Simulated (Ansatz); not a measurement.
Mo₃P₃, relaxed as a doublet with UKS PBE0-D4/def2-SVP in Ansatz, starting from the GFN1-xTB geometry. Force threshold 0.02 eV/Å.

In the def2 sets Mo takes a core potential; there is no spin–orbit coupling. The structure comes from a short search, and lower isomers may exist.

Start:

```xyz
6

Mo   -1.636    0.443   -1.114
Mo   -1.446   -1.245    0.684
Mo    0.590    0.157    0.084
P    -2.987    0.562    0.843
P     2.895    0.774    0.434
P     2.584   -0.691   -0.930
```

```json
{"step": "1", "energy (eV)": "-33410.9407", "largest force component (eV/Å)": "2.481", "SCF passes": "130"}
{"step": "2", "energy (eV)": "-33411.7527", "largest force component (eV/Å)": "0.750", "SCF passes": "78"}
{"step": "3", "energy (eV)": "-33411.8013", "largest force component (eV/Å)": "1.287", "SCF passes": "61"}
{"step": "4", "energy (eV)": "-33411.9972", "largest force component (eV/Å)": "0.631", "SCF passes": "70"}
{"step": "5", "energy (eV)": "-33412.3502", "largest force component (eV/Å)": "0.870", "SCF passes": "86"}
{"step": "6", "energy (eV)": "-33412.5470", "largest force component (eV/Å)": "0.845", "SCF passes": "66"}
{"step": "7", "energy (eV)": "-33412.6436", "largest force component (eV/Å)": "0.415", "SCF passes": "58"}
{"step": "8", "energy (eV)": "-33412.7456", "largest force component (eV/Å)": "0.515", "SCF passes": "66"}
{"step": "9", "energy (eV)": "-33412.8707", "largest force component (eV/Å)": "0.801", "SCF passes": "62"}
{"step": "10", "energy (eV)": "-33413.0026", "largest force component (eV/Å)": "0.647", "SCF passes": "59"}
{"step": "11", "energy (eV)": "-33413.0766", "largest force component (eV/Å)": "0.531", "SCF passes": "52"}
{"step": "13 (rejected)", "energy (eV)": "-33413.0655", "largest force component (eV/Å)": "0.832", "SCF passes": "55"}
{"step": "15", "energy (eV)": "-33413.1085", "largest force component (eV/Å)": "0.112", "SCF passes": "47"}
{"step": "17", "energy (eV)": "-33413.1136", "largest force component (eV/Å)": "0.067", "SCF passes": "51"}
{"step": "19", "energy (eV)": "-33413.2456", "largest force component (eV/Å)": "0.725", "SCF passes": "61"}
{"step": "21", "energy (eV)": "-33413.3823", "largest force component (eV/Å)": "0.430", "SCF passes": "53"}
{"step": "23", "energy (eV)": "-33413.6766", "largest force component (eV/Å)": "0.670", "SCF passes": "60"}
{"step": "25", "energy (eV)": "-33413.8191", "largest force component (eV/Å)": "0.318", "SCF passes": "55"}
{"step": "27", "energy (eV)": "-33413.8546", "largest force component (eV/Å)": "0.321", "SCF passes": "54"}
{"step": "29", "energy (eV)": "-33413.8636", "largest force component (eV/Å)": "0.079", "SCF passes": "49"}
{"step": "31", "energy (eV)": "-33413.8666", "largest force component (eV/Å)": "0.023", "SCF passes": "49"}
{"step": "32", "energy (eV)": "-33413.8670", "largest force component (eV/Å)": "0.006", "SCF passes": "50"}
```

Force components are those of the run's own axes.

End:

```csv
atom,x (Å),y (Å),z (Å)
Mo1,-0.7320,0.6056,-1.1997
Mo2,-0.7853,-1.2954,-0.2212
Mo3,0.2642,0.5719,1.1203
P4,-2.1617,0.4370,0.7353
P5,1.7357,0.8221,-0.7243
P6,1.6790,-1.1412,0.2896
```

Bonds formed: Mo1–P5, Mo2–P6, Mo3–P4 (atoms count from 1).

No frequencies were taken in this run, so the end may be a saddle point.

It took 8.9 min on 4 threads of AMD EPYC 7R43 on a shared host, peak host memory 0.74 GiB.
